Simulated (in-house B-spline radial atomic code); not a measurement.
Computed with a B-spline radial atomic code. Model: two electrons, singlet ground state, non-relativistic, full CI in B-splines with partial waves to l = 8 (at full coupling up to 3e-4 hartree above the limit, correlation up to 0.6 % small), density held at that of full coupling by Lieb maximisation.

W(λ) is the mean repulsion in the state of coupling λ less the Hartree energy of the fixed density. Its start is exact exchange, its initial slope is twice the second-order Görling-Levy correlation energy, and its area from 0 to 1 is E_xc. A straight curve means weak, dynamic correlation, and a curve that drops fast and flattens means strong correlation.

Command:
```bash
python run_ac.py task.json out
```
Settings (lengths in bohr, energies in hartree):
```
potential              ball
strength               1
lmax                   8
wall_radius            8.32
```

Cost of the run: 3.5 s on 1 thread of Intel(R) Xeon(R) Processor @ 2.30GHz, on a shared host.

**W = mean repulsion less Hartree energy, and W of three functionals.**

Given: confinement empty hard sphere; hard wall radius 8.32 bohr; external potential zero inside.

Computed: PBE exchange minus exact 5.8681 millihartree; SCAN exchange minus exact -4.9903 millihartree.

| coupling | W xc (hartree) | W xc minus exchange (millihartree) | kinetic minus Kohn-Sham (millihartree) | LDA (PW92) W minus its exchange (millihartree) | PBE W minus its exchange (millihartree) | SCAN W minus its exchange (millihartree) |
| --- | --- | --- | --- | --- | --- | --- |
| 0 | -0.19399 | 0 | 0 | 0 | 0 | 0 |
| 0.02 | -0.19643 | -2.434 | 0.02 | -8.3 | -4.38 | -1.91 |
| 0.05 | ? | ? | ? | ? | ? | ? |
| 0.12 | -0.20678 | -12.784 | 0.73 | -27.6 | -17.97 | -10.03 |
| 0.25 | -0.21671 | -22.717 | 2.53 | -41.87 | -29.33 | -18.35 |
| 0.4 | -0.22486 | -30.862 | 5.14 | -52.98 | -38.67 | -25.84 |
| 0.6 | ? | ? | ? | ? | ? | ? |
| 0.8 | -0.2375 | -43.502 | 12.41 | -71.09 | -54.52 | -39.36 |
| 1 | -0.24128 | -47.285 | 15.8 | -77.04 | -59.86 | -43.97 |
| 1.4 | -0.24648 | -52.483 | 21.96 | -85.85 | -67.86 | -50.72 |
| 2 | -0.25127 | -57.272 | 29.98 | -94.78 | -76.06 | -57.24 |
| 3 | -0.25587 | -61.872 | 41.25 | -104.22 | -84.82 | -63.43 |
| 4.5 | -0.25971 | -65.715 | 55.38 | -112.79 | -92.82 | -68.16 |
| 7 | -0.26321 | -69.212 | 75.04 | -121.06 | -100.6 | -71.8 |
| 10 | -0.2656 | -71.611 | 95.13 | -126.92 | -106.14 | -73.82 |

(1) What belongs in the row 0.05?

(2) What belongs in the row 0.6?

(3) What is the LDA exchange minus exact?

**Energy parts, natural occupations and partial-wave weights.**

Computed: total energy 0.3149 hartree; correlation energy -0.031485 hartree; kinetic part of the DFT correlation energy 0.0158 hartree; kinetic part over minus potential part 0.33414; Hartree energy 0.38799 hartree; Kohn-Sham kinetic 0.15235 hartree; Lieb Oxford ratio E_xc over LDA exchange 1.3202.

```json
{"natural": "s", "occupation of the shell (electrons)": "1.7665"}
{"natural": "p", "occupation of the shell (electrons)": "?"}
{"natural": "s", "occupation of the shell (electrons)": "0.0030886"}
{"natural": "d", "occupation of the shell (electrons)": "0.00059319"}
{"natural": "p", "occupation of the shell (electrons)": "0.00014029"}
{"natural": "f", "occupation of the shell (electrons)": "8.5044e-05"}
```

(4) What belongs in the row p?

| wave | weight |
| --- | --- |
| s | 0.8848 |
| p | 0.11483 |
| d | 0.00030771 |
| f | ? |
| g | 1.0641e-05 |

(5) What belongs in the row f?

(6) What is the exchange energy?

(7) What is the initial slope twice GL2?

Results:

(1) W xc (hartree): -0.19983; W xc minus exchange (millihartree): -5.841; kinetic minus Kohn-Sham (millihartree): 0.14; LDA (PW92) W minus its exchange (millihartree): -15.78; PBE W minus its exchange (millihartree): -9.3; SCAN W minus its exchange (millihartree): -4.55.

(2) W xc (hartree): -0.23233; W xc minus exchange (millihartree): -38.335; kinetic minus Kohn-Sham (millihartree): 8.83; LDA (PW92) W minus its exchange (millihartree): -63.43; PBE W minus its exchange (millihartree): -47.74; SCAN W minus its exchange (millihartree): -33.51.

(3) 23.203 millihartree.

(4) occupation of the shell (electrons): 0.22952.

(5) weight: 4.5878e-05.

(6) -0.19399 hartree.

(7) -0.12494 hartree.

Half-way to full coupling W has made 73 % of its drop, against 50 % for a straight line, and second-order (GL2) theory, half the initial slope, overshoots the correlation energy by about 98 %: correlation is strong. Over couplings 0 to 1 the errors in E_xc come to about +1.0 millihartree for LDA, -2.5 millihartree for PBE, -1.0 millihartree for SCAN. In LDA and PBE and SCAN the errors of exchange and correlation have opposite signs, so the sum is smaller than the larger of the two.
